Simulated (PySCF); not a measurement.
An EPR job on `[CH2][C@@H]1C(=C)[C@@]1(F)Cl` [radical].

Method: UKS B3LYP, pcH-1 on C Cl F H, non-relativistic, mean-field spin-orbit, GIAO (PySCF 2.14.0). Geometry: GFN2-xTB. The command runs a driver script over a list of jobs; the input below is this job's line of settings and its coordinates in Å.

Command:
```bash
OMP_NUM_THREADS=1 python probes_run.py task.json out
```

Input:
```
{"job": {"kind": "epr", "basis": "pcH-1"}, "charge": 0, "multiplicity": 2}
C     -1.464547    -1.082505    -0.319144
C     -0.524607    -0.064064    -0.670258
C      0.741773     0.129608     0.104107
C      1.914282    -0.341080     0.441832
C     -0.274454     1.149571     0.283344
F     -0.967421     1.209997     1.447218
Cl    -0.082582     2.754507    -0.406923
H     -1.540974    -1.420208     0.695724
H     -2.155034    -1.456281    -1.047557
H     -0.482467     0.202739    -1.720614
H      2.286899    -1.263124     0.026725
H      2.550331     0.180155     1.139518
```

Output:
```
UKS, coarse grid
  cycle   1  E = -753.37705983  |g| = 4.63e-01
  cycle   2  E = -753.25351182  |g| = 7.52e-01
  cycle   3  E = -753.45764294  |g| = 7.91e-02
  cycle   4  E = -753.45935248  |g| = 5.87e-02
  cycle   5  E = -753.46102042  |g| = 1.49e-02
  cycle   6  E = -753.46112667  |g| = 3.95e-03
  cycle   7  E = -753.46113900  |g| = 1.92e-03
  cycle   8  E = -753.46114041  |g| = 7.59e-04
UKS, final grid
  cycle   1  E = -753.46116111  |g| = 8.86e-04
  cycle   2  E = -753.46116077  |g| = 1.31e-03
  cycle   3  E = -753.46116145  |g| = 1.45e-04
  cycle   4  E = -753.46116147  |g| = 7.35e-05
  cycle   5  E = -753.46116148  |g| = 5.40e-05
  cycle   6  E = -753.46116148  |g| = 1.73e-05
E = -753.46116148 Eh   <S^2> = 0.7553 (exact 0.7500)
g shifts (ppm)      1          2          3
  rmc          -158       -158       -158
  gc             16         30         27
  oz_so         270       1058       1370
  total         128        930       1239
hyperfine (MHz)  atom isotope    a_iso     a_fc   dipolar eigenvalues
    0   13C      82.69      82.79    -76.20    -75.27    151.47
    1   13C     -42.82     -42.84     -5.56     -0.03      5.59
    2   13C      61.28      61.27     -7.36     -5.10     12.46
    3   13C       7.28       7.29     -2.61     -0.49      3.11
    4   13C     130.93     130.88    -11.98    -11.31     23.29
    5   19F       5.83       5.62    -18.72    -11.19     29.91
    6  35Cl       6.82       6.79     -5.75     -4.18      9.93
    7    1H     -59.51     -59.52    -35.91     -0.70     36.61
    8    1H     -60.02     -60.03    -37.00     -0.04     37.04
    9    1H       6.19       6.19     -4.26     -2.68      6.94
   10    1H       1.33       1.34     -1.98     -1.18      3.16
   11    1H       8.68       8.68     -1.49     -0.63      2.12
```

rmc, gc and oz_so are the mass-correction, gauge-correction and orbital-Zeeman/spin–orbit parts of the g shift along its three principal axes; a_iso is the isotropic hyperfine coupling and a_fc its Fermi-contact part. The program numbers atoms from 0.

Q: How far is ⟨S²⟩ from the pure-spin value?

A: S = 0.5 gives S(S+1) = 0.75; the run has 0.7553, 0.0053 more.

Q: Get g_iso from the total shifts.

A: Their mean is 766 ppm; added to g_e = 2.002319 it gives 2.00309.

Summary of the converged run: ⟨S²⟩ 0.755; g_iso 2.0031.

Isolated species at its GFN2-xTB geometry (one conformer only).

Q: How long does this job take on Arm Neoverse V2, one thread, shared host? And the peak memory of the process?

A: About 61 s (density and orbital grids were written too), with 0.84 GiB resident at the peak, the Python interpreter and its libraries included.
Labels such as C1 count atoms from 1, the log's own numbers from 0.
